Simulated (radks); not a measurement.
Values are calculated unless marked as measured or tabulated.
Initial-state core-level shifts of the zinc ion Zn3+ when its valence configuration changes from [Ar] 3d9. Code: a radial shooting solver on a logarithmic mesh with Libxc functionals. Model: scalar-relativistic Kohn-Sham, LDA (Slater exchange, Perdew-Wang correlation), spin-unpolarised, spherical densities, point nucleus. Shifts are changes of the shell-averaged eigenvalues in eV (positive: less bound).

valence               2s       2p       3s       3p
3d8.5 4p0.5       -6.140   -6.088   -5.279   -5.165
3d8 4p1          -12.547  -12.439  -10.676  -10.445
3d8 4s1          -11.165  -11.066   -9.251   -9.030
3d7 4s2          -23.541  -23.340  -19.113  -18.662
3d6 4s2 4p1      -38.419  -38.099  -30.817  -30.125
3d7 4p2          -26.192  -25.966  -21.808  -21.335
3d4 4s2 4p3      -71.206  -70.643  -55.085  -53.953
3d7 4s1 4p1      -24.883  -24.669  -20.476  -20.014
3d6.5 4s2 4p0.5  -30.848  -30.588  -24.922  -24.350
